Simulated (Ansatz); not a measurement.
Start from `OC(=S)[TeH]` and change one atom or group to get `NCC(O)=S`.

Ansatz, PBE0-D4/def2-TZVP geometries, multiplicity 1. Each molecule was computed in one conformer, which needn't be the lowest.

Elements past krypton have def2 core potentials.

| property | `OC(=S)[TeH]` |
| --- | --- |
| HOMO–LUMO gap (PBE/def2-TZVPP) / eV | 3.02 |
| HOMO–LUMO gap (B3LYP/def2-TZVPP) / eV | 4.42 |
| HOMO energy (PBE0/def2-TZVPP) / eV | -6.69 |
| HOMO energy (ωB97M-V/def2-TZVPP) / eV | -8.76 |
| HOMO energy (PBE/def2-TZVPP) / eV | -5.57 |
| size of the dipole moment (PBE/def2-TZVPP) / D | 3.01 |

(1) Give the same properties after the change, and the shifts. (An estimate is asked.)

Results:

(1) Ansatz gave: 
```
                                      property  `NCC(O)=S`  shift
           HOMO–LUMO gap (PBE/def2-TZVPP) / eV        2.96  -0.06
         HOMO–LUMO gap (B3LYP/def2-TZVPP) / eV        4.70   0.28
            HOMO energy (PBE0/def2-TZVPP) / eV       -6.66   0.03
         HOMO energy (ωB97M-V/def2-TZVPP) / eV       -8.88  -0.12
             HOMO energy (PBE/def2-TZVPP) / eV       -5.38   0.19
size of the dipole moment (PBE/def2-TZVPP) / D        2.01  -1.00
```

Dipoles are sizes alone; their direction can turn.

B3LYP here is the variant with VWN-RPA as its local correlation; programs differ in this.

Spin–orbit coupling is left out; it splits and shifts lone-pair levels of the heavy atoms by tenths of an eV.
